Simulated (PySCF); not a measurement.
CH5Ge, SMILES [GeH3][CH2], multiplicity 2.

Geometry optimised at PBE-D3(BJ)/def2-TZVP. The isomer is the one that the SMILES or the coordinates give; other isomers of the formula were not compared.

Two levels are set side by side: PBE/def2-TZVPD (PySCF) and r2SCAN/def2-TZVPD (PySCF). Same geometry, gas phase. Differences are taken from unrounded values.

```json
[
 {"quantity": "α-spin orbital gap (eV)", "r2SCAN": "6.21"},
 {"quantity": "β-spin orbital gap (eV)", "r2SCAN": "5.70"},
 {"quantity": "dipole moment (D)", "r2SCAN": "0.52"},
 {"quantity": "mean polarisability (bohr³)", "r2SCAN": "47.0"}
]
```

### Question
What does PBE give, and how far is it from r2SCAN? (An estimate is asked for; the answer gives what the named calculation found.)

### Answer

| quantity | PBE | PBE minus r2SCAN |
|---|---|---|
| α-spin orbital gap (eV) | 5.11 | -1.09 |
| β-spin orbital gap (eV) | 4.70 | -1.00 |
| dipole moment (D) | 0.47 | -0.05 |
| mean polarisability (bohr³) | 48.8 | 1.8 |

Rough cost on one machine, each run with all the roots and properties that it gave: r2SCAN against PBE within a factor of 2.
